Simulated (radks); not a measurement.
Results of a calculation; reference values are marked as such.
Question: Excited configurations of Sb IV: one electron is placed in a higher orbital outside [Kr] 4d10 5s1. The ground configuration is [Kr] 4d10 5s2. Level of theory: Dirac Kohn-Sham, PBEsol, spin-unpolarised, spherical densities, finite nucleus; open shells fill j = l - 1/2 first; Fermi nuclear charge, rms radius 4.6802 fm (a radial shooting solver on a logarithmic mesh with Libxc functionals). Excitation = E - E(ground); binding = E(ion) - E, where the ion is the core of charge +4; n* = 4/sqrt(2 binding) in atomic units, and the quantum defect is n - n*.

| outer orbital | excitation (eV) | binding (eV) | n* | quantum defect | eigenvalue (eV) | <r> (bohr) |
|---|---|---|---|---|---|---|
| 5p1/2 | 9.421 | 34.909 | 2.497 | 2.503 | -30.224 | 2.289 |
| 5d3/2 | 22.921 | 21.409 | 3.189 | 1.811 | -18.239 | 3.193 |
| 5f5/2 | 33.749 | 10.581 | 4.536 | 0.464 | -9.004 | 6.086 |
| 6s1/2 | 23.963 | 20.366 | 3.269 | 2.731 | -18.125 | 4.122 |
| 6p1/2 | 27.029 | 17.301 | 3.547 | 2.453 | -15.312 | 4.630 |
| 6f5/2 | 36.960 | 7.370 | 5.435 | 0.565 | -6.440 | 9.597 |
| 7s1/2 | 32.288 | 12.042 | 4.252 | 2.748 | -10.739 | 6.935 |
| 7p1/2 | 33.736 | 10.594 | 4.533 | 2.467 | -9.425 | 7.656 |

Estimate the row for 7f5/2.

Answer: excitation (eV) 38.949; binding (eV) 5.381; n* 6.360; quantum defect 0.640; eigenvalue (eV) -4.757; <r> (bohr) 13.85. The Delta-SCF ionisation energy is 44.330 eV (NIST Atomic Spectra Database: 43.80 eV, measured). Self-interaction in the functional shifts the binding energies and quantum defects, so they are the method's values and not measured ones. Spin polarisation and multiplet splitting are left out, so open shells lie too high by an amount that depends on their filling.

Beside tabulated values, note that spin-unpolarised runs miss the spin-polarisation part of the exchange energy of open shells.
